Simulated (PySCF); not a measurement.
A structure optimised at PBE-D3(BJ)/def2-SVP, used in a PySCF frequency run:

```xyz
11

Hf     0.0000     0.0000    -0.2362
C     -1.7933     0.0000     1.0200
H     -2.4058    -0.8998     0.7721
H     -1.6155     0.0000     2.1178
H     -2.4058     0.8998     0.7721
C      1.7933     0.0000     1.0200
H      2.4058     0.8998     0.7721
H      1.6155     0.0000     2.1178
H      2.4058    -0.8998     0.7721
H      0.0000     1.5554    -1.2779
H      0.0000    -1.5554    -1.2779
```

Task: Write its SMILES, formula and point group.

Result: [CH3][HfH2][CH3], C2H8Hf, C2v

Task: What are its rotational constants (standard atomic weights)?

Result: 8.8586, 4.4333, 3.2655 GHz
